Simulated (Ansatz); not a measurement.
`COBO` + HCl → `COBCl` + H₂O at 700 K and 1 bar (ligand exchange at a B–O bond).

Program: Ansatz. Geometries: PBE0-D4/def2-TZVP. ΔE: electronic, gas phase. CBS: MP2 limit from def2 TZ/QZ plus the TZ coupled-cluster correction, frozen cores. This one scheme is used for every species. Each species was taken in one conformer, which may not be the lowest.

```json
{"species": "`COBO`", "CCSD(T)/CBS energy (Eh)": "-216.29255", "H − E (kJ/mol)": "244.5", "S (J/(mol·K))": "382.0"}
{"species": "HCl", "CCSD(T)/CBS energy (Eh)": "-460.38127", "H − E (kJ/mol)": "38.4", "S (J/(mol·K))": "211.8"}
{"species": "`COBCl`", "CCSD(T)/CBS energy (Eh)": "-600.27977", "H − E (kJ/mol)": "205.1", "S (J/(mol·K))": "384.0"}
{"species": "H₂O", "CCSD(T)/CBS energy (Eh)": "-76.37941", "H − E (kJ/mol)": "80.5", "S (J/(mol·K))": "218.4"}
```

H − E and S are ideal-gas, rigid-rotor, harmonic terms from PBE0-D4/def2-TZVP, for one conformer and one mirror image of each species. 1 Eh = 2625.50 kJ/mol, R = 8.31446 J/(mol·K).

Q: By hand: ΔE, ΔH, ΔS and ΔG.

A: ΔE = (-600.27977) + (-76.37941) − (-216.29255) − (-460.38127) = 0.01464 Eh = 38.4 kJ/mol. Δ(H − E) = 205.1 + 80.5 − 244.5 − 38.4 = 2.7, so ΔH = 41.1 kJ/mol. ΔS = 384.0 + 218.4 − 382.0 − 211.8 = 8.6 J/(mol·K). ΔG = 41.1 − 700 × (8.6)/1000 = 35.1 kJ/mol.

Q: By hand: the equilibrium constant, and the temperature at which ΔG would vanish if ΔH and ΔS stayed fixed.

A: log₁₀ K = −ΔG/(RT ln 10) = -2.6. ΔG = 0 at ΔH/ΔS = 4779 K, far beyond where these terms or the molecules hold.

The number of gas molecules stays the same, so ΔS is small and ΔH decides. A doubt of 5 kJ/mol in ΔE shifts log₁₀ K by 0.4 here. Other conformers and mirror images would add mixing entropy, several J/(mol·K) or more a flexible species. These are equilibria of isolated gas molecules and say nothing of rates. Largest T1 diagnostic: 0.013 (customary marks: 0.02 for closed shells, 0.045 for open ones).
